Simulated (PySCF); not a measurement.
FHSe.

```xyz
3

Se     0.0456    -0.3585     0.0000
H     -1.4236    -0.5179     0.0000
F     -0.0142     1.4118     0.0000
```
Charge 0, spin multiplicity 1.

Geometry: B3LYP-D3(BJ)/def2-TZVP.

These are PBE0/pcSseg-2 (PySCF) values and carry that method's errors. Non-relativistic, no solvent.

Computed absolute GIAO shielding of each atom: isotropic value and principal components (ppm):
| atom | σ(iso) | σ11 | σ22 | σ33 | span |
|---|---|---|---|---|---|
| Se1 | -210.6 | -3236.3 | 426.1 | 2178.5 | 5414.8 |
| H2 | 19.0 | 11.8 | 17.3 | 27.9 | 16.0 |
| F3 | 699.7 | 447.2 | 509.5 | 1142.4 | 695.2 |
